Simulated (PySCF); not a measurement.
Molecule: SMILES C1CC1[C@@]12CC[C@@H]1C2, C$_{8}$H$_{12}$.

Geometry (Å), atoms numbered from 1 in this order:
```xyz
20

C    -2.162   -0.533    0.593
C    -1.927    0.946    0.602
C    -1.294    0.090   -0.459
C     0.174   -0.129   -0.447
C     1.194    0.909   -0.923
C     2.138    0.478    0.218
C     1.109   -0.552    0.662
C     0.823   -1.482   -0.478
H    -1.683   -1.125    1.359
H    -3.135   -0.901    0.306
H    -2.738    1.601    0.323
H    -1.284    1.349    1.369
H    -1.711    0.164   -1.459
H     0.837    1.931   -0.818
H     1.568    0.762   -1.936
H     3.100    0.068   -0.091
H     2.307    1.265    0.951
H     0.906   -0.811    1.689
H     0.178   -2.322   -0.260
H     1.595   -1.696   -1.203
```

Frames of a GFN2-xTB Langevin trajectory at 300 K; GIAO PBE0/pcSseg-1 shieldings in PySCF, gas phase, non-relativistic; equivalent atoms averaged within each frame.

δ = σ(ref) − σ, references computed at the same level: TMS for 13C (σ = 186.93 ppm) and 1H (σ = 31.72 ppm). The references are static minima.

Q: How do the shifts (ppm) fluctuate along the trajectory?

A: 
```csv
time (fs),C8,C5,C7,C4,C6,C3,C2,C1,H17,H18
250,23.7,22.9,20.4,20.4,19.8,14.9,7.9,2.7,2.27,1.46
425,22.8,27.8,20.9,19.7,22.8,19.0,6.9,2.2,2.19,1.67
625,27.6,28.7,12.7,35.4,25.3,19.0,14.7,4.8,2.16,1.06
800,23.6,23.4,10.5,35.6,30.9,15.6,16.1,0.9,3.59,1.05
1000,24.8,27.6,13.9,34.1,25.5,16.2,13.2,6.3,2.15,0.37
mean of frames,24.5,26.1,15.7,29.1,24.9,17.0,11.8,3.4,2.47,1.12
standard deviation,1.9,2.7,4.7,8.2,4.1,1.9,4.1,2.2,0.63,0.50
```

5 frames give an uncertainty of the mean of about the standard deviation over 2.2 at best, since frames this close in time may not be independent; classical motion lacks zero-point vibration, and the reference would need the same averaging.
